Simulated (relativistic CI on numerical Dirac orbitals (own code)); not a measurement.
# Sensitivity of the levels of Hg¹⁰⁺ to α and to the nuclear radius

Method of calculation: Dirac-Coulomb-Breit CI, separate exchange-only KLI orbitals for each configuration, derivatives by finite differences, unscaled Slater integrals, QED left out (own radial code, finite nucleus).

CI space (outside the closed core [Kr] 4d10 4f14 5s2): 5p⁶5d², 5p⁶5d6s, 5p⁶5d5f, 5p⁵5d³, 5p⁶6s², 5p⁶5d6p, 5p⁶5f². Double excitations out of closed p, d and f shells are left out; levels of such configurations are missing from the list, as are those of other unlisted configurations, and high levels can miss mixing partners.

With x = (α/α₀)² − 1 an excitation energy changes as ω = ω₀ + qx; K = 2q/ω₀ is the relative enhancement. Terms are leading LS components, so labels can repeat. The field-shift factor is F = δν/δ⟨r²⟩ for the transition from the lowest level.

Lowest level 5p⁶5d² ³F2.

| Level | ω₀ (cm⁻¹) | q (cm⁻¹) | K | F (GHz/fm²) |
| --- | --- | --- | --- | --- |
| 5p⁶5d² ³F3 | 20172 | 21730 | 2.15 | 1.63 |
| 5p⁶5d² ³P0 | 23352 | 3571 | 0.306 | 0.566 |
| 5p⁶5d² ³P2 | 33289 | 20690 | 1.24 | 2.22 |
| 5p⁶5d² ³F4 | 33350 | 28100 | 1.69 | 2.27 |
| 5p⁶5d² ³P1 | 36883 | 21730 | 1.18 | 1.92 |
| 5p⁶5d² ¹G4 | 54570 | 38010 | 1.39 | 3.28 |
| 5p⁶5d² ³P2 | 58767 | 43900 | 1.49 | 4.26 |
| 5p⁶5d² ¹S0 | 90872 | 39590 | 0.871 | 4.57 |
| 5p⁶5d6s ³D1 | 307907 | -94920 | -0.617 | 219 |
| 5p⁶5d6s ³D2 | 311017 | -93250 | -0.6 | 217 |
| 5p⁶5d6s ³D3 | 332052 | -71790 | -0.432 | 222 |
| 5p⁶5d6s ¹D2 | 339467 | -68880 | -0.406 | 214 |
| 5p⁶5d6p ³F°2 | 423948 | -77310 | -0.365 | 37.5 |
| 5p⁶5d6p ³D°1 | 429393 | -73790 | -0.344 | 36.9 |
| 5p⁶5d6p ³D°2 | 450633 | -51780 | -0.23 | 38.9 |
| 5p⁶5d6p ³F°3 | 452244 | -51420 | -0.227 | 38.8 |
| 5p⁵5d³ ⁵F°2 | 460026 | 22370 | 0.0972 | 12.7 |
| 5p⁵5d³ ⁵D°1 | 462123 | 24470 | 0.106 | 12.4 |
| 5p⁵5d³ ⁵D°0 | 466959 | 28150 | 0.121 | 12.6 |
| 5p⁵5d³ ⁵F°3 | 468086 | 36400 | 0.156 | 14 |
| 5p⁶5d6p ³D°2 | 471012 | -15550 | -0.066 | 25.2 |
| 5p⁵5d³ ⁵S°2 | 475837 | 42540 | 0.179 | 13.7 |
| 5p⁵5d³ ⁵F°4 | 476382 | 44320 | 0.186 | 14.9 |

At this charge energies of transitions that change n are usually good to better than 1 %, and those within a shell (Δn = 0) to a few per cent. Terms inside the open d or f shell come out 10 to 20 % too wide with unscaled integrals. Levels and lines within the n = 5 or 6 shells can be off by up to 10 % or somewhat more, and those that change n by about 2 %, since core polarisation is missing.
